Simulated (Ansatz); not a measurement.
Reaction (homolysis of the Al–S bond): `[F][Al]([SH])[Br]` → `[F][Al][Br]`• + `[SH]`•

Calculated with Ansatz (gas phase, PBE0-D4/def2-TZVP geometries, no zero-point term in ΔE). CBS: MP2 limit from def2 TZ/QZ plus the TZ coupled-cluster correction, frozen cores. This one scheme is used for every species. Functionals use def2-TZVPP. No spin–orbit coupling; open shells (•) take unrestricted orbitals. For Br outer-core shells are correlated without core-valence functions, which leaves a few kJ/mol of doubt a bond. Scalar relativity is left out up to krypton. One conformer a species, not always the lowest.

`[F][Al]([SH])[Br]`:

```xyz
5

F    -0.033   -1.809   -1.234
Al    0.011   -0.360   -0.472
S    -0.153   -0.337    1.678
Br    0.236    1.502   -1.686
H    -0.061    1.004    1.714
```

`[F][Al][Br]`•:

Cartesian coordinates in Å:
```
F 0.804 -0.095 -1.388
Al 0.328 0.602 0.028
Br -1.132 -0.507 1.359
```

`[SH]`•:

Z-matrix (Å, degrees):
```
S
H 1 1.346
```

```tsv
level	ΔE (kJ/mol)
BLYP-D4	372.7
r2SCANh-D4	386.6
```

Task: What does CCSD(T)/CBS give? (Estimate.)

Result: The calculation gave: +406.0 kJ/mol. The listed levels differ from it by -33.3, -19.4 kJ/mol.

Largest T1 diagnostic among the species: 0.012.

From BLYP to BHLYP (50 % exact exchange), in def2-TZVPP and without D4, ΔE moves by +11.4 kJ/mol. In def2-TZVPP, CCSD(T) changes the Hartree–Fock value by +100.8 kJ/mol (the triples alone add +8.6 kJ/mol) and MP2 by +113.3 kJ/mol; breaking electron pairs costs correlation energy, which Hartree–Fock lacks. At CCSD(T), def2-SVP lies −28.0 kJ/mol from the extrapolated value and def2-TZVPP −14.0 kJ/mol: correlation converges slowly with the basis, and small sets miss more of it in the bonded molecule than in its fragments.
